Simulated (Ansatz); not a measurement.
Reaction (formal exchange of groups at the Se–B bond): `COB(C)[SeH]` + `C#CC=C` → `C=CC#C[SeH]` + `CBOC`

Program: Ansatz. Geometries: PBE0-D4/def2-TZVP. ΔE: electronic, gas phase. CCSD(T)/CBS is the MP2 limit (def2-TZVPP, def2-QZVPP) plus CCSD(T) − MP2 in def2-TZVPP, frozen cores. Functionals use def2-TZVPP. B3LYP here is the variant with VWN-RPA as its local correlation; programs differ in this. For Se outer-core shells are correlated without core-valence functions, which leaves a few kJ/mol of doubt a bond. Scalar relativity is left out up to krypton. Each species was taken in one conformer, which may not be the lowest.

`COB(C)[SeH]`:

Cartesian coordinates in Å:
```
C 1.305 1.531 0.555
O 0.506 0.853 -0.391
B -0.214 -0.249 -0.095
C -1.071 -0.932 -1.211
Se -0.151 -0.955 1.751
H 2.088 0.874 0.946
H 0.698 1.898 1.387
H 1.770 2.378 0.052
H -0.980 -0.400 -2.161
H -2.128 -0.963 -0.933
H -0.760 -1.969 -1.366
H -1.063 -2.067 1.464
```

`C#CC=C`:

```xyz
8

C     1.370   -0.422   -1.560
C     0.526   -0.024   -0.800
C    -0.476    0.471    0.072
C    -0.754   -0.048    1.266
H     2.117   -0.779   -2.227
H    -1.037    1.331   -0.287
H    -1.533    0.376    1.887
H    -0.213   -0.905    1.650
```

`C=CC#C[SeH]`:

```xyz
9

C     1.923    0.324    0.007
C     0.821    0.391    0.756
C    -0.474    0.030    0.324
C    -1.591   -0.274   -0.027
Se   -3.312   -0.695   -0.427
H     1.891   -0.024   -1.018
H     2.883    0.619    0.411
H     0.890    0.745    1.782
H    -3.031   -1.118   -1.809
```

`CBOC`:

Z-matrix (Å, degrees):
```
C
B 1 1.560
H 1 1.091 2 113.4
H 1 1.096 2 110.3 3 122.2
H 1 1.096 2 110.1 3 -121.9
O 2 1.348 1 119.6 3 0.7
H 2 1.208 1 122.0 3 -179.3
C 6 1.411 2 122.3 1 179.9
H 8 1.094 6 111.4 2 0.3
H 8 1.092 6 109.0 2 121.1
H 8 1.092 6 109.1 2 -120.5
```

CCSD(T)/CBS gives +111.0 kJ/mol.

Another level gave +101.4 kJ/mol. Which?
A. B3LYP/def2-TZVPP
B. PBE-D4/def2-TZVPP
C. CCSD(T)/def2-TZVPP
D. PBE0-D4/def2-TZVPP

D. PBE0-D4 101.4, PBE-D4 96.4, CCSD(T)/def2-TZVPP 105.5, B3LYP 91.3 kJ/mol.

Largest T1 diagnostic among the species: 0.012.

The D4 term adds +7.2 kJ/mol with B3LYP and +3.7 kJ/mol with PBE0; it sums over pairs of atoms, weighted by their polarisabilities, and B3LYP, whose exchange is more repulsive, gets the larger term. In def2-TZVPP, CCSD(T) changes the Hartree–Fock value by +5.5 kJ/mol (the triples alone add +0.2 kJ/mol) and MP2 by +5.2 kJ/mol. From PBE to PBE0 (25 % exact exchange), in def2-TZVPP and without D4, ΔE moves by +5.5 kJ/mol.
